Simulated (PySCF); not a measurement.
# KSe: script and output

File input.py (PySCF 2.14):

```python
from pyscf import gto, scf

mol = gto.M(
    atom='K 0 0 0; Se 0 0 3.273',
    basis='6-31g*',
    charge=0,
    spin=1,
    verbose=4,
)
mf = scf.UHF(mol)
mf = mf.density_fit(auxbasis='def2-universal-jkfit')
mf.kernel()
mf.stability(internal=True, external=True)
mf.dip_moment()
print('orbital energies (hartree):', [e[max(0, n-3):n+3].round(4) for e, n in zip(mf.mo_energy, mol.nelec)])
```

```bash
$ OMP_NUM_THREADS=1 python input.py
```

It prints (some set-up lines and the per-cycle HOMO/LUMO lines with their warnings removed):

```
PySCF version 2.14.0

[INPUT] Symbol           X                Y                Z      unit          X                Y                Z       unit  Magmom
[INPUT]  1 K      0.000000000000   0.000000000000   0.000000000000 AA    0.000000000000   0.000000000000   0.000000000000 Bohr   0.0
[INPUT]  2 Se     0.000000000000   0.000000000000   3.273000000000 AA    0.000000000000   0.000000000000   6.185073605701 Bohr   0.0

nuclear repulsion = 104.444997938992
number of shells = 22
number of NR pGTOs = 170
number of NR cGTOs = 54
basis = 6-31g*
ecp = {}

******** <class 'pyscf.df.df_jk.DFUHF'> ********
method = DFUHF
initial guess = minao
damping factor = 0
level_shift factor = 0
DIIS = <class 'pyscf.scf.diis.CDIIS'>
SCF conv_tol = 1e-09
SCF max_cycles = 50
number electrons alpha = 27  beta = 26
******** <class 'pyscf.df.df.DF'> ********
auxbasis = def2-universal-jkfit
init E= -2997.45992840065

cycle= 1 E= -2998.67219621872  delta_E= -1.21  |g|= 0.141  |ddm|= 0.935
cycle= 2 E= -2998.6904966626  delta_E= -0.0183  |g|= 0.0661  |ddm|= 0.395
cycle= 3 E= -2998.691933169  delta_E= -0.00144  |g|= 0.0183  |ddm|= 0.0727
cycle= 4 E= -2998.69210880043  delta_E= -0.000176  |g|= 0.00471  |ddm|= 0.0234
cycle= 5 E= -2998.69214921923  delta_E= -4.04e-05  |g|= 0.00133  |ddm|= 0.0152
cycle= 6 E= -2998.69215480668  delta_E= -5.59e-06  |g|= 0.000525  |ddm|= 0.00625
cycle= 7 E= -2998.69215612358  delta_E= -1.32e-06  |g|= 0.000217  |ddm|= 0.00345
cycle= 8 E= -2998.69215640259  delta_E= -2.79e-07  |g|= 7.85e-05  |ddm|= 0.00175
cycle= 9 E= -2998.69215644291  delta_E= -4.03e-08  |g|= 1.83e-05  |ddm|= 0.00081
cycle= 10 E= -2998.69215644448  delta_E= -1.57e-09  |g|= 7.84e-06  |ddm|= 0.000134
cycle= 11 E= -2998.69215644474  delta_E= -2.57e-10  |g|= 2.3e-06  |ddm|= 6.16e-05
Extra cycle  E= -2998.69215644475  delta_E= -7.28e-12  |g|= 1.31e-06  |ddm|= 5.64e-06
converged SCF energy = -2998.69215644475  <S^2> = 0.75748282  2S+1 = 2.0074689
uhf_internal: lowest eigs of H = [4.24166933e-07 3.04344000e-02 1.73086841e-01]
<class 'pyscf.df.df_jk.DFUHF'> wavefunction is stable in the internal stability analysis
uhf_real2complex: lowest eigs of H = [0.00898361 0.02478143 0.09637937]
<class 'pyscf.df.df_jk.DFUHF'> wavefunction is stable in the real -> complex stability analysis
uhf_external: lowest eigs of H = [-2.41541532e-03  3.88685333e-08  1.25310578e-02]
<class 'pyscf.df.df_jk.DFUHF'> wavefunction has an UHF/UKS -> GHF/GKS instability
Dipole moment(X, Y, Z, Debye):  0.00000,  0.00000, -12.97157
orbital energies (hartree): [array([-0.3094, -0.2626, -0.2513, -0.0198,  0.0207,  0.0234]), array([-0.6684, -0.2401, -0.2297, -0.0198,  0.0169,  0.0235])]
```

In short: E(SCF) = -2998.692156 Eh, 11 cycles, ⟨S²⟩ = 0.757, μz(SCF) = -12.97 D, internal stable; real -> complex stable; UHF/UKS -> GHF/GKS unstable.

It ran on Arm Neoverse V1 (1 thread, shared host) in 8.5 s, peak memory 0.13 GiB.

The stability test finds a lower solution, so these numbers belong to a saddle point. The bond length is a typed value, not an optimised one. No search for the lowest solution was made.
